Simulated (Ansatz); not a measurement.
Geometry optimisation, RKS PBE-D4/def2-mTZVP (Ansatz 0.2.0).

The input (input.yaml):

```yaml
crystal:
  periodic: [false, false, false]
  atoms:
    - { symbol: Ga, position_ang: [0.018712, -0.273905, -0.125002] }
    - { symbol: Cl, position_ang: [0.077776, -1.040297, 1.961364] }
    - { symbol: "N", position_ang: [1.632134, -0.380116, -0.959769] }
    - { symbol: H, position_ang: [2.499032, -0.433539, -0.424297] }
    - { symbol: H, position_ang: [1.763006, 0.127578, -1.83275] }
    - { symbol: H, position_ang: [-1.364512, 0.055023, -0.760167] }
    - { symbol: Si, position_ang: [0.109129, 2.959359, 1.284637] }
    - { symbol: H, position_ang: [0.782439, 3.535059, 2.488145] }
    - { symbol: H, position_ang: [0.87715, 3.313469, 0.049626] }
    - { symbol: H, position_ang: [-1.289203, 3.472909, 1.163776] }
    - { symbol: H, position_ang: [0.073038, 1.486061, 1.419636] }
basis:
  gaussian: { orbitals: def2-mTZVP }
hamiltonian:
  xc: pbe
  dispersion: d4
relax:
  f_tol: 0.03
  max_steps: 50
output:
  orbitals: {}
```

Run as:

```bash
$ ansatz run input.yaml --threads 4 --pin off --max-ram 5120MiB --backend cpu --events-out ev --progress --plain --runs-dir out
```

Task: Where does it end, and by what steps?

Result: The run converged. After 7 steps the energy has fallen by 0.107 eV; Cl2 moved furthest, 0.48 Å.

```
step  energy less start (eV)  largest force component (eV/Å)  accepted
   0                  0.0000                           0.630       yes
   1                 -0.0722                           0.319       yes
   2                 -0.0919                           0.098       yes
   3                 -0.1005                           0.110       yes
   4                 -0.0741                           0.752        no
   5                 -0.1057                           0.074       yes
   6                 -0.0779                           0.401        no
   7                 -0.1073                           0.012       yes
```

```xyz
11
Properties=species:S:1:pos:R:3
Ga 0.021 -0.448 -0.063
Cl 0.112 -1.502 1.843
N 1.633 -0.377 -0.913
H 2.497 -0.606 -0.428
H 1.797 0.187 -1.744
H -1.353 -0.027 -0.670
Si 0.095 3.133 1.251
H 0.812 3.570 2.486
H 0.838 3.582 0.034
H -1.296 3.678 1.232
H 0.024 1.633 1.237
```

Whether the end is a true minimum wasn't checked by a vibrational analysis.

Time of the run: 11 s on 4 threads of Arm Neoverse V2, with other jobs on the host, peak memory 0.18 GiB.
